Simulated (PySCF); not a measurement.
CH9FOSi3. Atoms are numbered in the order given.

```xyz
15

C      3.2563     1.1630    -0.3018
Si     1.5633     0.4084    -0.6640
Si     0.2629     0.4241     1.2967
O     -1.2528    -0.2482     1.0308
Si    -2.2298    -0.8361    -0.1468
F     -1.3594    -0.9398    -1.5193
H      3.1619     2.2038     0.0465
H      3.8823     1.1663    -1.2083
H      3.7893     0.5909     0.4740
H      0.8595     1.1960    -1.7234
H      1.7128    -1.0010    -1.1421
H      0.9295    -0.3550     2.3857
H      0.0761     1.8221     1.7974
H     -2.6847    -2.2024     0.2066
H     -3.3567     0.0948    -0.4016
```
Charge 0, spin multiplicity 1.

The structure is a stationary point at r2SCAN-D4/def2-SVP. The structure was generated by enumeration, and PubChem lists no compound with its InChIKey, so it may never have been made. The values are those of a single conformer.

All values below come from PySCF with PBE/def2-TZVP.

The molecule is in vacuum.

| Item | Value |
|---|---|
| total energy | -1086.64586 hartree |
| highest occupied level | -6.63 eV |
| lowest empty level | -1.31 eV |
| orbital gap | 5.33 eV |
| dipole moment | 0.90 D |
| quadrupole, principal values (traceless, Buckingham form, about the centre of nuclear charge) | -6.63, -1.44, 8.08 D·Å |
| mean static polarisability | 97.6 bohr³ (14.46 Å³) |
| polarisability, principal values | 84.1, 94.0, 114.6 bohr³ |
